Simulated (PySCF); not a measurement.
## How methods differ on the ionisation energy of I²⁺

I²⁺ [Kr] 4d10 5s2 5p3 (4S) → I³⁺ [Kr] 4d10 5s2 5p2 (3P), as a difference of total energies. All numbers are calculated (PySCF 2.14, scalar relativity by spin-free X2C-1e, in aug-cc-pVTZ-DK3 (8s7p5d2f, 68 functions)). Correlated levels: valence: [Kr] 4d10 frozen. The calculations carry no spin-orbit coupling.

```json
{"method": "UHF", "ionisation energy (eV)": "29.868"}
{"method": "MP2 (valence)", "ionisation energy (eV)": "30.306"}
{"method": "SCS-MP2 (valence)", "ionisation energy (eV)": "30.179"}
{"method": "CCSD (valence)", "ionisation energy (eV)": "30.290"}
{"method": "CCSD(T) (valence)", "ionisation energy (eV)": "30.314"}
```

Task: How much does correlation contribute at CCSD(T) (valence)?

Result: 30.314 − (29.868) = 0.446 eV, measured against UHF.

A first-order spin-orbit estimate (lowest level to lowest level, LS coupling) adds -0.838 eV.

Errors of the correlated levels include the incompleteness of this basis and the frozen core.

For comparison: 29.57 ± 0.025 eV (measured; NIST Atomic Spectra Database, ionization energies).
